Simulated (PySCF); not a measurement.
These are PBE0-D4/def2-TZVP // PBE0-D3(BJ)/def2-SVP in PySCF values and carry that method's errors. Isolated molecules, 0 K electronic values unless said otherwise. One relaxed conformer stands for a flexible species; it need not be the lowest. Excitations are Tamm–Dancoff values on a coarser integration grid. The basis has no diffuse functions, so Rydberg states are missing or too high.

Reference species (SMILES): `[GeH2]([GeH2][GeH2][CH3])[CH3]` (C–Ge–Ge–Ge torsion 180°, Ge–Ge–Ge–C torsion 180°) (neutral, multiplicity 1).

```
Item                                           Value
-------------------------------------------  -------
S1–T1 gap (TDA)                              0.89 eV
HOMO–LUMO gap                                7.62 eV
brightest of the four lowest singlets (TDA)  6.72 eV
S1 excitation (TDA)                          6.72 eV
```

Changed species: `[CH3][GeH2][CH3]` (n = 1; the reference has n = 3).

Question: What does the change do to the S1–T1 gap (TDA), HOMO–LUMO gap, brightest of the four lowest singlets (TDA) and S1 excitation (TDA)?

Answer: the S1–T1 gap (TDA) drops by 0.46 eV, to 0.43 eV; the HOMO–LUMO gap increases by 2.00 eV, to 9.62 eV; the brightest of the four lowest singlets (TDA) rises by 2.01 eV, to 8.73 eV; the S1 excitation (TDA) goes up by 1.61 eV, to 8.33 eV.
